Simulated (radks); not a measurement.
Task: Radial electron density D(r) = 4 pi r^2 rho(r) of an atom or ion with 68 electrons. Method: scalar-relativistic Kohn-Sham, r2SCAN, spin-polarised, spherical densities, finite nucleus; meta-GGA in the generalised Kohn-Sham scheme; Fermi nuclear charge, rms radius of each element as measured or else 0.836 A^(1/3) + 0.57 fm; computed with a radial shooting solver on a logarithmic mesh with Libxc functionals.

r (bohr),D(r) (e/bohr),spin D(r)
0.0007405,3.268,0.0000161
0.001012,5.418,0.0000267
0.001382,8.858,0.0000433
0.001888,14.21,0.0000690
0.002579,22.22,0.000107
0.003524,33.57,0.000158
0.004814,48.37,0.000221
0.006524,64.96,0.000284
0.008913,80.94,0.000329
0.01218,90.64,0.000333
0.01664,90.10,0.000305
0.02273,82.95,0.000342
0.03105,83.11,0.000554
0.04242,101.3,0.000672
0.05795,121.4,-0.000143
0.07917,113.2,0.000419
0.1082,93.16,0.0234
0.1478,103.4,0.143
0.2019,103.4,0.515
0.2736,62.84,1.27
0.3737,52.10,2.28
0.5106,59.24,2.74
0.6975,36.51,2.23
0.9529,18.10,1.33
1.302,11.20,0.540
1.779,5.161,0.116
2.43,1.634,0.0107
3.319,0.7879,-0.000323
4.535,0.4769,-0.00556
6.195,0.1566,-0.00437
8.464,0.02053,-0.00101
11.56,0.0008717,-0.0000817

What is the nuclear charge?

Result: Z = 68. The innermost maximum, from 1s, lies near gamma/Z bohr with gamma = sqrt(1 - (Z/c)^2) = 0.868, here 0.0128 bohr (found: 0.0140), and its height grows with Z. The density is that of neutral erbium in [Xe] 4f12 6s2; the configuration itself is not fixed sharply by these data, and Z only to a few units. D(r) has 4 maxima, at r = 0.0140, 0.0628, 0.175, 0.475 bohr, and minima at 0.0269, 0.114, 0.337 bohr, inside which lie 1.93, 11.13, 29.54 electrons.
